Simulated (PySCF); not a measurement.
## Ionisation energy along the 9-electron series

Calculated with PySCF 2.14 and a two-component X2C-1e Hamiltonian (Gaussian nucleus, no Breit or QED terms), each ion in its own even-tempered basis scaled to its charge; GMP2 freezes nothing and drops the highest virtual spinors. Values in eV. NIST values: (m) measured, (s) semi-empirical, (t) theoretical.

| ion | configuration | GHF (spin-free) | GMP2 (spin-free) | GHF (screened spin-orbit) | GMP2 (screened spin-orbit) | NIST |
| --- | --- | --- | --- | --- | --- | --- |
| Mo³³⁺ | [He] 2s2 2p5 | 4458.6 | 4460.2 | 4427.9 | 4429.4 | 4430 ± 7 (s) |
| Ru³⁵⁺ | [He] 2s2 2p5 | 4974.6 | 4976.2 | 4936.1 | 4937.6 | 4939 ± 8 (s) |

Fill in the row of Tc³⁴⁺.

configuration: [He] 2s2 2p5; GHF (spin-free): 4713.0; GMP2 (spin-free): 4714.5; GHF (screened spin-orbit): 4678.5; GMP2 (screened spin-orbit): 4680.0; NIST: 4681 ± 8 (s).
